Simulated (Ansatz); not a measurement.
Z-matrix (Å, degrees):
```
C
N 1 1.451
B 1 1.561 2 114.2
H 1 1.100 2 109.8 3 -120.4
H 1 1.109 2 114.5 3 123.1
Ge 2 1.838 1 118.9 3 -176.1
H 2 1.010 1 112.3 3 -39.9
F 3 1.324 1 118.8 2 -173.8
H 3 1.202 1 124.1 2 7.7
H 6 1.538 2 107.2 1 -64.3
H 6 1.549 2 112.4 1 54.7
H 6 1.535 2 107.3 1 175.9
```

The species carries charge 0 and has multiplicity 1. The bonds changed during the relaxation, so this is another structure than the one it started from.

(1) List the B3LYP/def2-TZVPP orbital energies in eV (Ansatz). (Estimate.)

## Answers

(1) Ansatz gave: Occupied: -10850.24, -1354.60, -1205.51, -1205.50, -1205.50, -671.99, -389.22, -277.32, -185.11, -169.17, -119.43, -119.41, -119.40, -33.23, -33.04, -32.99, -32.98, -32.92, -32.91, -23.84, -18.44, -15.31, -15.21, -13.34, -12.95, -12.71, -12.02, -11.42, -10.25, -9.49, -9.41, -8.55, -6.58. Lowest empty: -0.97, 0.17, 0.81, 1.21, 1.48, 1.74, 1.82, 2.19.

B3LYP here is the variant with VWN-RPA as its local correlation; programs differ in this.
